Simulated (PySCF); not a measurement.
**Diatomics of H with the alkali metals**

HF with double-zeta basis sets in PySCF, for the lowest determinant that a PBE0 search found; no spin–orbit coupling. De refers to high-spin ground-configuration atoms. A positive dipole means M(−)H(+).

```
 M        basis  reference  state (unpaired electrons)  Re (Å)  ωe (cm⁻¹)  De (eV)  μ (D)
Li  aug-cc-pVDZ        RHF      singlet (closed shell)   1.620       1400     1.43  -6.08
Na     def2-SVP        RHF      singlet (closed shell)   1.921       1162     0.89  -7.18
 K     def2-SVP        RHF      singlet (closed shell)   2.328        984     0.78  -8.98
Cs     def2-SVP        RHF      singlet (closed shell)   2.664        854     0.73  -9.91
```

Task: The row for M = Rb is missing. Estimate Re, ωe and De as the mean of the rows for K and Cs, and compare with the calculation.

Result: The means are 2.496 Å, 919 cm⁻¹ and 0.76 eV. RHF in def2-SVP gives RbH as a singlet (closed shell) with Re = 2.482 Å, ωe = 920 cm⁻¹, De = 0.70 eV, so the estimate is off by +1.4 pm, -0 % and +0.05 eV.

The rows differ in basis set, which adds steps of its own.

Spin–orbit coupling is left out. Where the molecule has an RHF reference, its open-shell atoms are computed with UHF. Hartree–Fock leaves out correlation, which carries a large part of most bond energies and some tenths to 1 eV of ionisation energies.
